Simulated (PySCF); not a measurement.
Compound: [GaCl6]3- (charge -3).
Bonds: Ga1–Cl2, Ga1–Cl3, Ga1–Cl4, Ga1–Cl5, Ga1–Cl6, Ga1–Cl7.

Computed with PBE0-D3(BJ)/def2-SVP geometry optimisation, gas phase (PySCF).

How far are the bound atoms from Ga1?

6 atoms: Cl6 2.451 Å, Cl3 2.451 Å, Cl2 2.452 Å, Cl7 2.452 Å, Cl4 2.454 Å, Cl5 2.455 Å.

List the angles at Ga1.

| angle | degrees | distance of the outer atoms (Å) |
| --- | --- | --- |
| Cl2–Ga1–Cl3 | 180.0 | 4.90 |
| Cl4–Ga1–Cl5 | 180.0 | 4.91 |
| Cl6–Ga1–Cl7 | 180.0 | 4.90 |
| Cl4–Ga1–Cl6 | 90.0 | 3.47 |
| Cl3–Ga1–Cl7 | 90.0 | 3.47 |
| Cl4–Ga1–Cl7 | 90.0 | 3.47 |
| Cl3–Ga1–Cl6 | 90.0 | 3.47 |
| Cl2–Ga1–Cl5 | 90.0 | 3.47 |
| Cl3–Ga1–Cl5 | 90.0 | 3.47 |
| Cl2–Ga1–Cl4 | 90.0 | 3.47 |
| Cl5–Ga1–Cl6 | 90.0 | 3.47 |
| Cl3–Ga1–Cl4 | 90.0 | 3.47 |
| Cl2–Ga1–Cl6 | 90.0 | 3.47 |
| Cl2–Ga1–Cl7 | 90.0 | 3.47 |
| Cl5–Ga1–Cl7 | 90.0 | 3.47 |

What is the shape at Ga1?

Octahedral: the three widest angles are 180.0°, 180.0° and 180.0°, the others run from 90.0° to 90.0°. Differences among atoms that Oh makes equivalent are scatter left by the optimiser.

What are the rotational constants (commonest isotopes, rigid rotor)?

A = 601.1, B = 600.5, C = 600.5 MHz: a spherical top.

Point group: Oh (tolerance 0.08 Å). Charge -3, singlet. Whether so highly charged an anion holds all its electrons in the gas phase wasn't checked; a finite basis holds them in any case. The ion is multiply charged and computed without counter-ions or solvent. Stationary, but not proved a minimum.
